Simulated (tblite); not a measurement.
Record of a relaxation.

C5H4F3N3S.
SMILES with atom numbers: `[CH3:1][S:2][c:3]1[cH:4][c:5]([C:6]([F:7])([F:8])[F:9])[n:10][n:11][n:12]1` (hydrogens: H13, H14, H15 on C1; H16 on C4)

Computed with GFN2-xTB (tblite), gas phase: L-BFGS steps from a force-field or distance-geometry start until the largest atomic force falls under 0.01 eV/Å. 12 of its 97 geometries are shown.

Step 0: E = -1057.4761 eV, largest atomic force 2.880 eV/Å
```
atom  x, y, z in Å  |  force x, y, z in eV/Å
C1      3.173    0.884   -0.037   -0.558  -0.478   1.539
S2      2.040    0.134   -1.277    0.384   0.130  -0.581
C3      0.646   -0.535   -0.386   -0.287  -0.849   0.994
C4     -0.501    0.220   -0.157   -0.247  -0.478   0.388
C5     -1.514   -0.449    0.558    1.282  -0.023  -0.687
C6     -2.806    0.243    0.877   -0.064  -0.850   0.349
F7     -2.801    1.523    0.393   -0.625  -1.362   0.951
F8     -3.798   -0.504    0.304    0.298   1.303   0.572
F9     -2.960    0.173    2.247   -0.413   0.830  -1.498
N10    -1.388   -1.706    0.957    1.059  -0.777  -0.148
N11    -0.287   -2.394    0.706   -0.033   2.692  -1.024
N12     0.696   -1.806    0.049   -0.675  -0.373   0.551
H13     2.787    1.876    0.277    0.484  -0.485  -0.546
H14     4.221    0.879   -0.388   -0.918   0.114  -0.058
H15     3.091    0.228    0.865    0.291   0.406  -0.665
H16    -0.607    1.241   -0.465    0.020   0.198  -0.137
```

Step 9: E = -1057.9779 eV, largest atomic force 0.154 eV/Å
```
atom  x, y, z in Å  |  force x, y, z in eV/Å
C1      3.112    0.838    0.017   -0.016  -0.022  -0.098
S2      2.055    0.123   -1.296   -0.031   0.007   0.024
C3      0.681   -0.530   -0.350   -0.001   0.088  -0.055
C4     -0.475    0.226   -0.138   -0.005   0.026  -0.019
C5     -1.479   -0.450    0.542    0.001   0.021   0.003
C6     -2.810    0.205    0.884    0.140  -0.051  -0.029
F7     -2.856    1.477    0.452    0.000  -0.097   0.012
F8     -3.839   -0.437    0.328    0.040   0.048   0.032
F9     -3.013    0.239    2.204   -0.020  -0.005  -0.031
N10    -1.327   -1.716    0.922   -0.051   0.039  -0.033
N11    -0.234   -2.340    0.667    0.011   0.002   0.055
N12     0.757   -1.786    0.060    0.028   0.093   0.053
H13     2.792    1.851    0.242   -0.117  -0.066   0.076
H14     4.107    0.870   -0.415    0.029  -0.044   0.007
H15     3.107    0.200    0.893   -0.048  -0.013  -0.012
H16    -0.584    1.241   -0.488    0.038  -0.026   0.015
```

Step 17: E = -1057.9989 eV, largest atomic force 0.155 eV/Å
```
atom  x, y, z in Å  |  force x, y, z in eV/Å
C1      3.077    0.801    0.006   -0.007  -0.010  -0.018
S2      2.038    0.138   -1.342   -0.046  -0.014   0.127
C3      0.691   -0.500   -0.356   -0.050   0.011  -0.056
C4     -0.469    0.249   -0.152   -0.034  -0.039   0.041
C5     -1.466   -0.443    0.529   -0.043   0.025   0.003
C6     -2.796    0.196    0.884    0.090   0.042  -0.073
F7     -2.837    1.466    0.451   -0.091   0.033   0.007
F8     -3.825   -0.445    0.326    0.035   0.043   0.053
F9     -3.004    0.234    2.205    0.020  -0.046  -0.081
N10    -1.316   -1.713    0.890    0.030   0.052   0.009
N11    -0.192   -2.303    0.705    0.061   0.042   0.052
N12     0.804   -1.727    0.129    0.056   0.027  -0.057
H13     2.711    1.787    0.276    0.045   0.031  -0.001
H14     4.080    0.856   -0.404    0.006   0.067   0.032
H15     3.065    0.143    0.868   -0.038  -0.138  -0.060
H16    -0.570    1.271   -0.492   -0.033  -0.127   0.022
```

Step 26: E = -1058.0236 eV, largest atomic force 0.172 eV/Å
```
atom  x, y, z in Å  |  force x, y, z in eV/Å
C1      3.046    0.753    0.007   -0.005  -0.055  -0.020
S2      2.017    0.196   -1.391   -0.120   0.038   0.117
C3      0.700   -0.465   -0.387   -0.074   0.010  -0.041
C4     -0.479    0.254   -0.184   -0.040   0.020  -0.040
C5     -1.460   -0.442    0.507   -0.019   0.075  -0.004
C6     -2.790    0.198    0.864    0.024  -0.031  -0.014
F7     -2.869    1.473    0.448    0.131  -0.036   0.018
F8     -3.826   -0.436    0.314    0.005  -0.089   0.069
F9     -2.963    0.214    2.190   -0.093  -0.004  -0.029
N10    -1.265   -1.692    0.925    0.024   0.132  -0.015
N11    -0.106   -2.228    0.796    0.023   0.028  -0.005
N12     0.866   -1.652    0.180    0.032   0.004  -0.037
H13     2.658    1.702    0.369    0.050  -0.041   0.013
H14     4.056    0.872   -0.369    0.004   0.007   0.008
H15     3.007   -0.009    0.776    0.101  -0.016   0.052
H16    -0.601    1.272   -0.519   -0.042  -0.044  -0.073
```

Step 35: E = -1058.1219 eV, largest atomic force 0.268 eV/Å
```
atom  x, y, z in Å  |  force x, y, z in eV/Å
C1      3.051    0.613    0.049    0.068   0.004  -0.013
S2      1.924    0.463   -1.378    0.142   0.003   0.048
C3      0.652   -0.358   -0.491    0.039  -0.057   0.203
C4     -0.595    0.248   -0.355   -0.061  -0.020   0.002
C5     -1.456   -0.428    0.492   -0.151   0.125   0.133
C6     -2.804    0.167    0.857   -0.019  -0.010   0.014
F7     -2.873    1.441    0.427   -0.104  -0.050   0.110
F8     -3.845   -0.476    0.321    0.097  -0.062  -0.144
F9     -3.005    0.176    2.176    0.075   0.108   0.007
N10    -1.093   -1.540    1.130   -0.075   0.010  -0.031
N11     0.093   -2.009    0.973   -0.134  -0.045  -0.168
N12     0.947   -1.468    0.184    0.208   0.162   0.048
H13     2.675    1.423    0.674    0.078  -0.096  -0.001
H14     4.030    0.869   -0.338    0.021  -0.047  -0.007
H15     3.073   -0.329    0.593    0.039   0.072  -0.109
H16    -0.781    1.217   -0.790   -0.222  -0.097  -0.094
```

Step 44: E = -1058.2748 eV, largest atomic force 0.180 eV/Å
```
atom  x, y, z in Å  |  force x, y, z in eV/Å
C1      3.146    0.521    0.066    0.059  -0.031  -0.083
S2      1.899    0.703   -1.250   -0.035   0.008   0.143
C3      0.633   -0.192   -0.455    0.035   0.001  -0.012
C4     -0.708    0.222   -0.471   -0.007   0.015   0.007
C5     -1.453   -0.363    0.535   -0.095   0.007  -0.019
C6     -2.825    0.169    0.875   -0.096  -0.081  -0.006
F7     -2.991    1.434    0.449    0.050  -0.096   0.009
F8     -3.779   -0.560    0.284   -0.100   0.004   0.003
F9     -3.068    0.169    2.184   -0.001  -0.013   0.009
N10    -1.022   -1.417    1.229   -0.060  -0.005   0.054
N11     0.150   -1.889    0.995   -0.053   0.094  -0.021
N12     0.990   -1.262    0.260    0.032   0.094   0.062
H13     2.845    1.150    0.898    0.052   0.059  -0.014
H14     4.092    0.851   -0.344    0.051   0.036  -0.016
H15     3.199   -0.513    0.381   -0.010  -0.091  -0.093
H16    -1.115    0.987   -1.112    0.178   0.001  -0.024
```

Step 52: E = -1058.3326 eV, largest atomic force 0.199 eV/Å
```
atom  x, y, z in Å  |  force x, y, z in eV/Å
C1      3.222    0.458    0.034   -0.083   0.038  -0.158
S2      1.880    0.883   -1.123   -0.088  -0.050   0.121
C3      0.631   -0.066   -0.371    0.081  -0.082  -0.021
C4     -0.742    0.214   -0.506    0.082   0.078   0.000
C5     -1.499   -0.354    0.504   -0.057   0.004  -0.048
C6     -2.893    0.125    0.854    0.024   0.025  -0.076
F7     -3.075    1.394    0.447   -0.024  -0.005  -0.035
F8     -3.865   -0.599    0.283    0.097  -0.007   0.037
F9     -3.098    0.113    2.172   -0.024  -0.045  -0.097
N10    -1.023   -1.340    1.261   -0.065  -0.133   0.133
N11     0.179   -1.755    1.093   -0.061   0.067   0.052
N12     1.020   -1.081    0.405    0.058   0.030   0.023
H13     2.993    0.937    0.981    0.070  -0.060   0.040
H14     4.155    0.840   -0.366   -0.058  -0.016  -0.078
H15     3.231   -0.623    0.130    0.122   0.012   0.052
H16    -1.125    0.862   -1.273   -0.074   0.142   0.056
```

Step 61: E = -1058.3899 eV, largest atomic force 0.213 eV/Å
```
atom  x, y, z in Å  |  force x, y, z in eV/Å
C1      3.303    0.434   -0.029   -0.033   0.020  -0.200
S2      1.852    0.949   -0.990   -0.044  -0.114  -0.031
C3      0.632   -0.037   -0.260    0.034   0.113   0.106
C4     -0.734    0.245   -0.454    0.002   0.027   0.059
C5     -1.547   -0.364    0.477   -0.038  -0.052  -0.008
C6     -2.954    0.090    0.785   -0.017  -0.030   0.002
F7     -3.175    1.351    0.378    0.059  -0.002  -0.016
F8     -3.910   -0.655    0.222    0.054  -0.078  -0.006
F9     -3.141    0.065    2.107   -0.202   0.066  -0.002
N10    -1.102   -1.352    1.258    0.104  -0.077   0.144
N11     0.133   -1.689    1.226   -0.033  -0.005  -0.070
N12     1.007   -1.004    0.582   -0.006   0.035  -0.051
H13     3.203    0.806    0.983    0.055   0.058   0.013
H14     4.152    0.872   -0.545    0.065   0.026   0.123
H15     3.367   -0.645   -0.028   -0.024  -0.119  -0.024
H16    -1.096    0.942   -1.187    0.024   0.132  -0.039
```

Step 70: E = -1058.4431 eV, largest atomic force 0.194 eV/Å
```
atom  x, y, z in Å  |  force x, y, z in eV/Å
C1      3.363    0.415   -0.116   -0.072  -0.030  -0.084
S2      1.845    0.905   -0.991    0.063  -0.038   0.141
C3      0.636    0.007   -0.134    0.067   0.040  -0.006
C4     -0.723    0.337   -0.293    0.037  -0.010  -0.009
C5     -1.567   -0.361    0.544   -0.003  -0.039  -0.074
C6     -3.007    0.059    0.743   -0.016  -0.041   0.021
F7     -3.221    1.296    0.264    0.007  -0.004  -0.031
F8     -3.882   -0.743    0.129    0.015  -0.065  -0.051
F9     -3.334    0.087    2.036   -0.016  -0.006   0.032
N10    -1.142   -1.424    1.243   -0.019   0.184   0.059
N11     0.108   -1.704    1.268   -0.016   0.075  -0.004
N12     0.997   -0.976    0.695    0.087  -0.034  -0.098
H13     3.320    0.787    0.904   -0.021  -0.039  -0.050
H14     4.179    0.884   -0.659   -0.018  -0.028   0.033
H15     3.458   -0.666   -0.130   -0.045   0.030   0.010
H16    -1.039    1.108   -0.979   -0.048   0.004   0.111
```

Step 79: E = -1058.4931 eV, largest atomic force 0.264 eV/Å
```
atom  x, y, z in Å  |  force x, y, z in eV/Å
C1      3.376    0.296   -0.205   -0.263  -0.011   0.022
S2      1.864    1.012   -0.942    0.100  -0.119   0.160
C3      0.655    0.156   -0.048   -0.033  -0.046  -0.048
C4     -0.714    0.455   -0.182   -0.021   0.110   0.049
C5     -1.550   -0.305    0.612   -0.002   0.076  -0.050
C6     -3.038   -0.017    0.661   -0.028  -0.038   0.081
F7     -3.315    1.179    0.112   -0.005  -0.090  -0.036
F8     -3.776   -0.924    0.005    0.152   0.052  -0.029
F9     -3.500    0.026    1.912    0.027  -0.012   0.055
N10    -1.086   -1.294    1.386    0.067   0.018  -0.072
N11     0.180   -1.512    1.434   -0.074   0.065   0.042
N12     1.043   -0.817    0.786   -0.064  -0.038  -0.033
H13     3.335    0.478    0.868    0.131   0.041  -0.162
H14     4.214    0.799   -0.684   -0.104  -0.095   0.127
H15     3.386   -0.777   -0.387    0.028   0.144  -0.065
H16    -1.083    1.252   -0.808    0.090  -0.056  -0.040
```

Step 87: E = -1058.5151 eV, largest atomic force 0.076 eV/Å
```
atom  x, y, z in Å  |  force x, y, z in eV/Å
C1      3.364    0.233   -0.250   -0.020   0.014  -0.072
S2      1.877    1.069   -0.870    0.015   0.031   0.033
C3      0.657    0.233    0.022    0.007  -0.030   0.002
C4     -0.709    0.540   -0.119   -0.001  -0.002  -0.009
C5     -1.545   -0.248    0.643    0.000   0.006   0.010
C6     -3.046   -0.060    0.624    0.000  -0.009  -0.009
F7     -3.386    1.095    0.029   -0.020   0.010   0.007
F8     -3.666   -1.033   -0.056    0.032  -0.006   0.012
F9     -3.567   -0.035    1.850   -0.019   0.006  -0.001
N10    -1.083   -1.216    1.442   -0.017   0.034   0.003
N11     0.181   -1.407    1.533    0.007  -0.020  -0.011
N12     1.043   -0.729    0.866    0.009  -0.027   0.009
H13     3.394    0.305    0.831   -0.023   0.016   0.025
H14     4.213    0.741   -0.698   -0.018   0.014  -0.003
H15     3.333   -0.806   -0.558    0.006  -0.037   0.012
H16    -1.069    1.326   -0.764    0.041   0.001  -0.008
```

Step 96: E = -1058.5177 eV, largest atomic force 0.009 eV/Å
```
atom  x, y, z in Å  |  force x, y, z in eV/Å
C1      3.364    0.238   -0.253    0.000   0.004  -0.006
S2      1.875    1.079   -0.855   -0.003   0.000   0.004
C3      0.659    0.223    0.024   -0.001  -0.007   0.003
C4     -0.704    0.541   -0.117    0.000  -0.001   0.000
C5     -1.545   -0.233    0.653    0.002  -0.003   0.001
C6     -3.047   -0.057    0.626    0.001  -0.001   0.004
F7     -3.400    1.091    0.025    0.004   0.001  -0.004
F8     -3.644   -1.043   -0.055   -0.001   0.000  -0.003
F9     -3.581   -0.035    1.847   -0.001   0.004  -0.001
N10    -1.087   -1.200    1.457    0.004   0.002  -0.004
N11     0.174   -1.422    1.524    0.002   0.000  -0.001
N12     1.040   -0.756    0.850    0.002   0.000   0.000
H13     3.399    0.315    0.828    0.003   0.002   0.008
H14     4.208    0.746   -0.707   -0.003   0.000  -0.001
H15     3.331   -0.803   -0.554   -0.007  -0.002  -0.002
H16    -1.050    1.325   -0.770   -0.001   0.000   0.001
```

**Question.** Summarise the path.

**Answer.** The energy falls by 100.50 kJ/mol from step 0 to step 96; nine tenths of that is first reached at step 65. It rises by more than 0.2 meV at step 33. The largest force goes from 2.880 to 0.009 eV/Å. Among the bonds S2–C3 changes most, from 1.784 to 1.727 Å; the atoms move by 0.971 Å rms after alignment.
